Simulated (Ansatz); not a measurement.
Species: C₃Si (charge 0, singlet). 
Coordinates optimised at B3LYP-D3(BJ)/def2-TZVP (Ansatz, a quantum-chemistry and plane-wave program):
```
C
C 1 1.4301
C 2 1.4301 1 61.71
Si 1 1.8380 2 125.63 3 0.00
```
Charge 0, spin multiplicity 1.

Basis-set convergence of Hartree-Fock and CCSD(T) correlation energies (hartree) with Ansatz. Correlated levels leave the core frozen unless marked. No spin-orbit coupling. No relativistic terms.

The Hartree-Fock reference is unstable (checked in the largest basis), which strains HF and MP2. 

```json
[
 {"basis": "cc-pV(D+d)Z", "functions": "65", "E(HF)": "-402.31754", "E(corr, CCSD(T))": "-0.47292", "rough core time": "under 20 s"},
 {"basis": "cc-pV(T+d)Z", "functions": "129", "E(HF)": "-402.35225", "E(corr, CCSD(T))": "-0.56122", "rough core time": "under 20 s"},
 {"basis": "cc-pV(Q+d)Z", "functions": "229", "E(HF)": "-402.36173", "E(corr, CCSD(T))": "-0.58993", "rough core time": "50 s"}
]
```

Extrapolating the two largest sets (X = 3 and 4) as X^-3: E(corr) = (64·(-0.58993) - 27·(-0.56122))/37 = -0.6109 Eh, an estimate of the basis-set limit. The largest set recovers 96.6 % of it, the smallest 77.4 %.
